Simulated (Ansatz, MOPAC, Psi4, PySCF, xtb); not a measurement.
Dimer: N2 (SMILES N#N) (first 2 atoms) with CH2F2 (SMILES FCF); geometry from B3LYP-D3(BJ)/def2-TZVP, rigid monomers moved along the line of their centres of mass till N2···C4 is 2.99 Å.
(charge 0, multiplicity 1):
```xyz
7

N      0.35843     0.06216    -0.26468
N     -0.49305    -0.03039     0.41041
F      0.42897    -1.29840     2.89613
C     -0.31203    -0.26488     3.38523
F      0.32235     0.90173     3.08028
H     -0.36781    -0.35848     4.47097
H     -1.28634    -0.27111     2.89562
```

Counterpoise-corrected where a basis set is named; no monomer relaxation. Rows marked so take none.

Frozen-core correlation. Rows in 3-21G, 6-31G*, STO-3G carry no dispersion term and start afresh at each structure (6-31G* with six Cartesian d functions). The state that AM1 reach isn't checked.

Programs: Ansatz (Gaussian basis) for Hartree–Fock, density functionals and correlated methods; MOPAC for AM1 (differences of heats of formation); Psi4 for SAPT; PySCF for 3-21G rows, 6-31G* rows, STO-3G rows, the dispersion terms; xtb for the GFN methods. Each number belongs to the level named beside it.

```json
[
 {"level": "GFN-FF", "interaction energy (kcal/mol)": "-0.22"},
 {"level": "AM1", "interaction energy (kcal/mol)": "-0.30"},
 {"level": "GFN1-xTB", "interaction energy (kcal/mol)": "-0.59"},
 {"level": "HF/STO-3G (no counterpoise)", "interaction energy (kcal/mol)": "0.33"},
 {"level": "HF/3-21G (no counterpoise)", "interaction energy (kcal/mol)": "-1.06"},
 {"level": "PBE/def2-TZVPPD", "interaction energy (kcal/mol)": "0.46"},
 {"level": "B3LYP/6-31G* (no counterpoise)", "interaction energy (kcal/mol)": "-0.64"},
 {"level": "B3LYP-D4/def2-TZVPPD", "interaction energy (kcal/mol)": "-0.21"},
 {"level": "SAPT0/jun-cc-pV(D+d)Z", "interaction energy (kcal/mol)": "(withheld)"}
]
```

### Question
Complete the blanks.

### Answer

- SAPT0/jun-cc-pV(D+d)Z, interaction energy (kcal/mol): 0.08

Ansatz is a program for electronic structure.
